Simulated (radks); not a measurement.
Spherical jellium clusters: N electrons in a uniform positive sphere of charge N and radius rs N^(1/3), rs = 4.61 bohr. Method: non-relativistic Kohn-Sham, LDA (Slater exchange, Perdew-Wang correlation), spin-polarised, spherical densities; computed with a radial shooting solver with Libxc functionals. Levels are named by radial order and angular momentum (1s, 1p, 1d, 2s, ...), and open shells are averaged over m.

N = 7, configuration 1s2 1p(up 3, down 2). This is the lowest configuration that the search found. Occupied and some empty levels:

level,occupation,eigenvalue (eV),<r> (bohr)
1s up,1,-3.8736,5.928
1s down,1,-3.7163,5.946
1p up,3,-2.8703,7.141
1p down,2,-2.7194,7.210
1d up,0,-1.6531,8.313
1d down,0,-1.5265,8.433
2s up,0,-1.2311,8.367
2s down,0,-1.1515,8.515
1f up,0,-0.38394,10.01
1f down,0,-0.29661,10.28

Energy (eV): total -12.2639, kinetic 9.2883, external -178.25, Hartree 87.906, exchange-correlation -21.930, background 90.719.
